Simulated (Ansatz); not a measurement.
`C[SiH2]N[SiH2]O` + H₂ → `O[SiH2]N[SiH3]` + CH₄  (hydrogenolysis of the Si–C bond)

Program: Ansatz. Geometries: PBE0-D4/def2-TZVP. ΔE: electronic, gas phase. CCSD(T)/CBS is the MP2 limit (def2-TZVPP, def2-QZVPP) plus CCSD(T) − MP2 in def2-TZVPP, frozen cores. This one scheme is used for every species. Functionals use def2-TZVPP. Each species was taken in one conformer, which may not be the lowest.

`C[SiH2]N[SiH2]O`:

Z-matrix (Å, degrees):
```
C
Si 1 1.865
H 1 1.093 2 110.6
H 1 1.092 2 110.9 3 120.3
H 1 1.093 2 111.0 3 -119.5
N 2 1.733 1 112.2 3 179.9
H 2 1.492 1 108.4 3 56.8
H 2 1.487 1 111.0 3 -62.3
Si 6 1.718 2 127.4 1 124.0
H 6 1.010 2 117.0 1 -58.4
O 9 1.646 6 114.5 2 70.0
H 9 1.488 6 105.7 2 -167.7
H 9 1.479 6 110.8 2 -46.1
H 11 0.958 9 117.5 6 57.2
```

H₂:

Z-matrix (Å, degrees):
```
H
H 1 0.746
```

`O[SiH2]N[SiH3]`:

```xyz
11

O     0.435   -0.370   -2.199
Si   -0.005    0.799   -1.127
N     0.333    0.420    0.516
Si   -0.437   -0.774    1.501
H     1.359   -0.621   -2.232
H    -1.463    0.922   -1.343
H     0.716    2.071   -1.400
H     1.093    0.936    0.935
H     0.460   -1.922    1.812
H    -1.610   -1.268    0.739
H    -0.881   -0.193    2.797
```

CH₄:

Z-matrix (Å, degrees):
```
C
H 1 1.090
H 1 1.090 2 109.5
H 1 1.090 2 109.5 3 -120.0
H 1 1.090 2 109.5 3 120.0
```

```csv
level,ΔE (kcal/mol),difference from CCSD(T)/CBS
r2SCAN-D4,-4.5,0.4
ωB97X-V,-5.5,-0.6
PBE,-5.7,-0.8
r2SCAN,-4.9,0.0
PBE0,-6.2,-1.3
HF/def2-TZVPP,-10.6,-5.7
MP2/def2-TZVPP,-4.4,0.5
CCSD/def2-TZVPP,-6.5,-1.6
CCSD(T)/def2-TZVPP,-5.5,-0.6
HF/CBS(def2),-10.5,-5.6
CCSD(T)/CBS,-4.9,0
```

Largest T1 diagnostic among the species: 0.011.

In def2-TZVPP, CCSD(T) changes the Hartree–Fock value by +5.0 kcal/mol (the triples alone add +0.9 kcal/mol) and MP2 by +6.2 kcal/mol. The D4 term adds +2.0 kcal/mol with B3LYP and +1.1 kcal/mol with PBE0; it sums over pairs of atoms, weighted by their polarisabilities, and B3LYP, whose exchange is more repulsive, gets the larger term.

B3LYP here is the variant with VWN-RPA as its local correlation; programs differ in this.
